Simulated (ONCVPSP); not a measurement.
## O, ONCV: configuration errors across variants

| Property | Result |
| --- | --- |
| Element | O |
| Generator | ONCVPSP 4.0.1 |
| Type | optimised norm-conserving Vanderbilt (ONCV) |
| Functional | LDA (Perdew-Wang 92) |
| Relativity | scalar-relativistic |
| Frozen core | [He] |
| Valence charge | 6 |
| Reference configuration | 2s2 2p3.5 (charge +0.5) |
| Partial waves | 2s: rc 0.90 bohr, ncon 4, nbas 9, qcut 9.1 1/bohr, 2 projectors, debl 1.7 Ha; 2p: rc 1.25 bohr, ncon 3, nbas 6, qcut 10.8 1/bohr, 2 projectors, debl 0.5 Ha |
| Local potential | polynomial inside 0.85 bohr (lpopt 4, dvloc0 2 Ha) |
| Core correction | Teter function, parameters optimised by the program |

In the p channel the program set the typed energies aside and used -0.604, 0.250 Ha.

All-electron excitation energies from the reference (eV): (1) 2s2 2p4 -6.366; (2) 2s2 2p3 10.219; (3) 2s2 2p2 43.932; (4) 2s2 2p1 97.902.

Errors AE − PS in meV (a dash: test not solved or not reliable):

| change | (1) | (2) | (3) | (4) | bound ghosts | GHOST(+) flags above zero |
| --- | --- | --- | --- | --- | --- | --- |
| base | +2.2 | +3.1 | +62 | +294 | none | none |
| all radii but the core radius scaled by about 0.78 (s 0.70, p 0.98 bohr); local potential polynomial inside 0.66 bohr (lpopt 4, dvloc0 2 Ha) | +1.4 | +0.1 | +18 | +100 | none | none |
| all radii but the core radius scaled by about 0.87 (s 0.78, p 1.08 bohr); local potential polynomial inside 0.74 bohr (lpopt 4, dvloc0 2 Ha) | +1.6 | +1.1 | +33 | +165 | none | none |
| all radii but the core radius scaled by about 0.95 (s 0.86, p 1.18 bohr); local potential polynomial inside 0.80 bohr (lpopt 4, dvloc0 2 Ha) | +1.9 | +2.4 | +50 | +243 | none | none |
| all radii but the core radius scaled by about 1.10 (s 0.98, p 1.38 bohr); local potential polynomial inside 0.94 bohr (lpopt 4, dvloc0 2 Ha) | +2.7 | +4.7 | +85 | +395 | none | none |
| all radii but the core radius scaled by about 1.23 (s 1.10, p 1.54 bohr); local potential polynomial inside 1.04 bohr (lpopt 4, dvloc0 2 Ha) | +4.6 | +8.7 | +148 | +667 | none | none |
| all radii but the core radius scaled by about 1.31 (s 1.18, p 1.64 bohr); local potential polynomial inside 1.12 bohr (lpopt 4, dvloc0 2 Ha) | +5.8 | +11 | +186 | +827 | none | none |

Task: Give the same row for: all radii but the core radius scaled by about 1.16 (s 1.04, p 1.46 bohr); local potential polynomial inside 0.98 bohr (lpopt 4, dvloc0 2 Ha).

Result: +3.6, +6.6, +115, +525; bound ghosts: none; GHOST(+) flags above zero: none.
